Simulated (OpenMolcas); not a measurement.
Cu2+ among 3 point charges of -3 e arranged as a planar triangle (D3h), 1.87 Å from the ion.
```
   1.8700    0.0000    0.0000  -3.00
  -0.9350    1.6195    0.0000  -3.00
  -0.9350   -1.6195    0.0000  -3.00
```

- Program: OpenMolcas 26.06
- Method: SS-CASPT2, IPEA 0.25 Eh, imaginary shift 0.1 Eh (closed shells correlated: 3s 3p)
- Basis: ANO-RCC-VDZP [5s4p2d1f]
- Scalar Hamiltonian: DKH2, point nucleus
- Active space: 9 electrons in 5 orbitals (3d)
- State averaging: 2S+1 = 2 even, 5 roots
- Spin-orbit coupling: RASSI with atomic mean-field integrals over the reference wave functions

(1) What is the spin-free ground state (labels of D3, the rotations of D3h)?

(2) Where is the first state of the same spin?

(3) What are the lowest two levels with spin-orbit coupling?

(4) What is χT at 300 K, and how does it compare with the textbook value?

Answers

(1) 2E, 2-fold in its orbital part, 100 % from free-ion D terms; it has the highest spin that d9 allows.

(2) 2E at 12800 cm-1 above the ground state.

(3) A 2-fold level E1/2 with g = 0.00, 0.00, 5.97, then a 2-fold level E3/2 1690 cm-1 above it. Their leading multiplicities are 2 (100 %) and 2 (100 %).

(4) The lowest level has 2S+1 = 2, for which the spin-only value is χT = S(S+1) / 2 = 0.375 cm3 K/mol (g = 2). The computed 1.191 at 300 K differs by +0.816, through orbital momentum, spin-orbit coupling and any other state in reach.

Roots that are degenerate in the reference are averaged as groups; the widest CASPT2 spread within a group is 52 cm-1 (the 2-fold group of multiplicity 2 near 0 cm-1 above the lowest state of its run). Shifts and gaps below about the spread of the groups concerned are not significant. An orbital doublet at a regular site is open to a Jahn-Teller distortion, which this geometry leaves out. Free-ion shares, where given, are those of the reference states; single-state CASPT2 does not remix them. Point charges carry no covalency, so the field is a model and not that of real ligands. No measured value stands beside these numbers.
